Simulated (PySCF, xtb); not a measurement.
C4H4BN, SMILES C#CB(N)C#C.

GFN2-xTB (xtb 6.7.1) at its own geometry gives an orbital gap of 4.46 eV and a dipole moment of 1.98 D.

Coordinates come from a r2SCAN-D4/def2-SVP optimisation. The structure was generated by enumeration, and PubChem lists no compound with its InChIKey, so it may never have been made. One conformer was computed; it need not be the lowest.

Q: What does ωB97X/def2-TZVP in PySCF give? (An estimate is asked for; the answer gives what the named calculation found.)

A: gap 11.03 eV (levels -10.24 and 0.79 eV), dipole 1.43 D.
